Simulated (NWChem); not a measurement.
# CH₃Cl₂Y; SMILES [Cl][Y]([CH3])[Cl]

All runs: NWChem. Coordinates come from a PBE0/def2-SVP optimisation. def2 effective core potentials on Y; no spin-orbit coupling. Level PBE/def2-SVP: energy and gradient on several grids; changes count from the extra-fine grid, which is no exact limit either.

Q: Which is the coarsest grid (fine; xcoarse; medium; coarse; xfine) from which on the energy stays within 50 μHa and each gradient component within 100 μHa/bohr of xfine?

A: medium.
```csv
grid,size of the energy change (μHa),largest change of a gradient component (μHa/bohr),"time, medium = 1 (rough)"
xcoarse,1000,800,about 1
coarse,< 10,300,about 1
medium,< 10,< 30,about 1
fine,< 10,< 30,about 1
xfine,< 10,< 30,2
```
